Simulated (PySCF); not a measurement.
## Two-dimensional NMR puzzle

Compound of formula C₅H₁₁NO₂Si₂. Correlations simulated from computed shifts and the bond graph:

HSQC (one-bond C–H):
```csv
δH,δC
6.77,123.2
6.61,117.3
3.73,56.8
```

COSY cross peaks (H two or three bonds apart, from the bond graph; peaks can be absent where the dihedral angle is near 90°):
```csv
δH,δH
6.77,6.61
6.15,5.11
6.15,5.06
5.11,5.06
```

HMBC (two and three bonds, from the bond graph):
```csv
δH,δC
6.77,"123.2, 117.3"
6.61,"123.2, 117.3"
6.15,123.2
5.11,56.8
5.06,56.8
```

- structure optimised with GFN2-xTB
- shielding tensors at PBE0/pcSseg-1 (GIAO)
- code: PySCF
- non-relativistic, no solvent model, rapidly exchanging positions averaged, single conformer

References, each an isolated molecule treated in the same way: ¹H (σ = 31.72 ppm) and ¹³C (σ = 186.93 ppm) against TMS.

Exchangeable hydrogens are left out of these lists.

Assemble the structure.

Answers

SMILES CO[SiH2][Si@H](O)n1cccc1.

Numbering as in the mapped SMILES `[CH3:1][O:2][SiH2:3][Si@H:4]([OH:5])[n:6]1[cH:7][cH:8][cH:9][cH:10]1`. Hydrogens are named by the atom that carries them. Ha(Si3) is pro-R; Hb(Si3) is pro-S.

- δC 123.2 is C7/C10, an aromatic CH next to a ring nitrogen (δH 6.77).
- δC 117.3 is C8/C9, an aromatic CH (δH 6.61).
- δC 56.8 is C1, a methyl carbon bonded to O (δH 3.73).
- COSY links 6.77–6.61, 6.15–5.11, 6.15–5.06, 5.11–5.06.

This is the structure that produced the data.

OH/NH shifts are gas-phase values; hydrogen bonding in solution moves them, usually downfield. Shifts are as computed. Against solution values, carbons near 30 ppm lie about +3 ppm off and those near 130 ppm about +5 ppm. Of 1211 compounds with measured shifts, 218 miss one by over three times the rms of a fit or turn the order of signals round; such compounds aren't used in these exercises.
